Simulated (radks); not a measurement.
The numbers below are computed, except where a source is named.
Kinetic energies: the exact non-interacting value of the Kohn-Sham orbitals and orbital-free approximations, as 100 (|E| - |E exact|)/|E exact|, negative where the magnitude is too small. Species: Be+ [He] 2s1; N [He] 2s2 2p3. Level of theory: non-relativistic Kohn-Sham, r2SCAN, spin-polarised, spherical densities, point nucleus; meta-GGA in the generalised Kohn-Sham scheme (a radial shooting solver on a logarithmic mesh with Libxc functionals). Every spin shell is full or empty, so the densities are truly spherical. Functionals are evaluated on that one density, not self-consistently.

functional           Be+        N
exact (hartree)  14.2814  54.4338
Thomas-Fermi       -9.91    -9.06
von Weizsacker     -4.05   -18.93
TF + vW           +86.05   +72.00
TF + vW/9          +0.75    -0.06
TF + vW/5          +9.28    +7.15
LC94               +0.54    +0.22
APBEK              +0.49    +0.30
revAPBEK           +1.33    +0.94
Perdew 92          +0.77    -0.04
Thakkar            +0.77    +0.31
PG1               +49.62   +38.22
DePristo-Kress     0.00    -0.63
